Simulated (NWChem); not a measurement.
Molecule: ScN₂H₄Cl; SMILES [Sc]([Cl])([NH2])[NH2]

```xyz
8

Sc     0.0000     0.0000    -0.3501
Cl     0.0000     0.0000     1.9801
N      0.0000    -1.6683    -1.3894
H      0.0000    -2.6255    -1.0146
H      0.0000    -1.7464    -2.4146
N      0.0000     1.6683    -1.3894
H      0.0000     1.7464    -2.4146
H      0.0000     2.6255    -1.0146
```
Atoms are numbered in this order, from 1.

Computed with NWChem. Geometry: optimised at PBE-D3(BJ)/def2-SVP.

**Question.** Predict the results for Hartree-Fock/3-21G. Quantities: highest occupied level (eV); orbital gap (eV); dipole (D).

**Answer.** 
```
Item                          Value
---------------------------  ------
highest occupied level (eV)  -10.42
orbital gap (eV)              11.33
dipole (D)                     4.69
```
